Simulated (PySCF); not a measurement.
Gas-phase reaction: 3 WO₃ + 4 HCl → 2 WO₂(OH)₂ + WOCl₄

Energies from PySCF (xtb for GFN2), thermal terms from the rigid-rotor harmonic-oscillator model, ideal gas at 1 bar. † marks an energy on the PBE0/def2-TZVP geometry and frequencies; other levels use their own. MP2 freezes the core. All species are closed-shell singlets. W: scalar-relativistic def2 core potential, no spin-orbit coupling. MP2 isn't extrapolated to the basis-set limit. Warning, point group unlike the PBE0 one: WO₂(OH)₂ (GFN2-xTB).

```
level               ΔH°(298 K), kJ
------------------  --------------
BLYP/def2-TZVP†                  …
GFN2-xTB                     -1387
MP2/def2-SVP†                 -940
PBE/def2-SVP                 -1031
r2SCAN/def2-TZVP†                …
LDA/def2-TZVP†                   …
ωB97M-V/def2-TZVP†           -1149
```

**Question.** Complete the blanks.

**Answer.** 
- BLYP/def2-TZVP†, ΔH°(298 K), kJ: -948
- r2SCAN/def2-TZVP†, ΔH°(298 K), kJ: -1114
- LDA/def2-TZVP†, ΔH°(298 K), kJ: -1200
